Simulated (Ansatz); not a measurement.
Basis sets compared for the cluster Na5⁻ (the lowest singlet isomer of a short search). Charge -1, multiplicity 1. Geometry PBE0/def2-SVPD. Ansatz on 4 threads of Arm Neoverse V1 on a shared host; times are rough, and most runs start from earlier orbitals.

```
atom   x (Å)   y (Å)   z (Å)
 Na1   0.329   0.538   2.562
 Na2  -3.299  -0.030   1.572
 Na3   2.608   0.289   0.116
 Na4   1.323  -0.528  -3.374
 Na5  -0.961  -0.269  -0.876
```

At PBE/def2-SVPD, PBE/def2-TZVPD the highest occupied level of the charge -1 singlet lies above zero (up to 0.15 eV). By energy differences its removal costs 1.04 eV (vertical, to the charge 0 doublet, at PBE0/def2-TZVPD). The structure comes from a short search, and lower isomers may exist.

```
         level  functions  energy (Eh)  HOMO (eV)  LUMO (eV)  wall time
 PBE/def2-SVPD         90    -810.6401       0.15       0.80      1.4 s
PBE0/def2-SVPD         90    -810.7075      -0.21       1.15        2 s
```

Question: Estimate the rows for PBE/def2-TZVPD (with forces), PBE0/def2-TZVPD.

Answer: 
| level | functions | energy (Eh) | HOMO (eV) | LUMO (eV) | wall time |
| --- | --- | --- | --- | --- | --- |
| PBE/def2-TZVPD (with forces) | 175 | -810.9386 | 0.12 | 0.77 | 2.7 s |
| PBE0/def2-TZVPD | 175 | -811.0033 | -0.23 | 1.12 | 3.1 s |
